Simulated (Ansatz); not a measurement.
Job for Ansatz (a quantum-chemistry and plane-wave program): R-PBE/def2-TZVPP on H2Se2 (SMILES [SeH][SeH]), a point of a torsion scan.

Ansatz 0.2 input:
```yaml
crystal:
  periodic: [false, false, false]
  atoms:
    - {symbol: Se, position_ang: [-1.06308490, 0.70344220, 0.45759553]}
    - {symbol: Se, position_ang: [1.06206714, 0.48916481, -0.45551081]}
    - {symbol: H, position_ang: [-1.54846240, -0.46245852, -0.24803843]}
    - {symbol: H, position_ang: [1.54761851, 1.65500554, 0.25001651]}
basis:
  gaussian:
    orbitals: def2-TZVPP
hamiltonian:
  xc: {name: PBE}
scf: {lower_state_search: off}
```

The log:

```
WARN ansatz: RAYON_NUM_THREADS=1 ignored (pool sized by the plan → 1); use --threads N
Functional definition: PBE
these checks for a lower state are left out or cut short: stability, starts, cluster_reference, orbital_swaps, neighbouring_geometries, increment
integrals: 0.05 GiB planned
892 factors; their error is unknown
mean field: 0.33 GiB planned
mean field evaluation 1: about -130711.7927 eV, gradient 1.7e1 eV
mean field evaluation 2: about -130712.1098 eV, gradient 1.0e1 eV
mean field evaluation 4: about -130712.3058 eV, gradient 3.8e-1 eV
mean field evaluation 8: about -130712.2502 eV, gradient 1.9e-1 eV
mean field evaluation 16: about -130712.2502 eV, gradient 3.8e-6 eV
mean field -130712.25018957 eV, -4803.5865945214 hartree, gradient 3.8e-6 eV, S^2 0.000000; 0 other end points of the search recorded, 0 dependent functions left out
reference -130712.25021901 eV, -4803.5865956034 hartree; 35, 35 occupied and 89, 89 virtual orbitals, 892 factors
Total energy: -130712.25021901 eV, -4803.5865956034 hartree
Checks for a lower state left out: stability, starts, cluster_reference, orbital_swaps, neighbouring_geometries, increment
```

The calculation finished and met its thresholds.

Cost: about 1.1 core-seconds (a rough figure).
